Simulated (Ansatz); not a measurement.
Consider the formal exchange of groups at a Ge–Br bond: `F[CH2][GeH2][Br]` + `C=C` → `C=[CH][GeH2][CH2]F` + HBr.

Computed with Ansatz on PBE0-D4/def2-TZVP structures; ΔE is electronic, products minus reactants. CBS: MP2 limit from def2 TZ/QZ plus the TZ coupled-cluster correction, frozen cores. This one scheme is used for every species. DFT in def2-TZVPP. B3LYP here is the variant with VWN-RPA as its local correlation; programs differ in this. For Br, Ge outer-core shells are correlated without core-valence functions, which leaves a few kJ/mol of doubt a bond. Scalar relativity is left out up to krypton. Each species was taken in one conformer, which may not be the lowest.

| level | ΔE (kJ/mol) | difference from CCSD(T)/CBS |
| --- | --- | --- |
| PBE-D4 | 95.5 | 0.8 |
| PBE0-D4 | 99.0 | 4.3 |
| ωB97X-V | 98.3 | 3.6 |
| ωB97M-V | 98.6 | 3.9 |
| B2PLYP | 99.9 | 5.2 |
| PBE | 97.6 | 2.9 |
| PBE0 | 100.8 | 6.1 |
| B3LYP | 103.0 | 8.3 |
| HF/def2-TZVPP | 115.6 | 20.9 |
| MP2/def2-TZVPP | 93.5 | -1.2 |
| SCS-MP2/def2-TZVPP | 95.0 | 0.3 |
| CCSD(T)/def2-TZVPP | 91.4 | -3.3 |
| HF/def2-QZVPP | 115.8 | 21.1 |
| SCS-MP2/def2-QZVPP | 96.9 | 2.2 |
| HF/CBS(def2) | 115.8 | 21.1 |
| CCSD/CBS(def2) | 97.0 | 2.3 |
| CCSD(T)/CBS | 94.7 | 0 |

Largest T1 diagnostic among the species: 0.011.

From PBE to PBE0 (25 % exact exchange), in def2-TZVPP and without D4, ΔE moves by +3.3 kJ/mol. In def2-TZVPP, CCSD(T) changes the Hartree–Fock value by −24.2 kJ/mol (the triples alone add −2.4 kJ/mol) and MP2 by −22.1 kJ/mol. The D4 term adds −3.0 kJ/mol with B3LYP and −1.9 kJ/mol with PBE0; it sums over pairs of atoms, weighted by their polarisabilities, and B3LYP, whose exchange is more repulsive, gets the larger term.
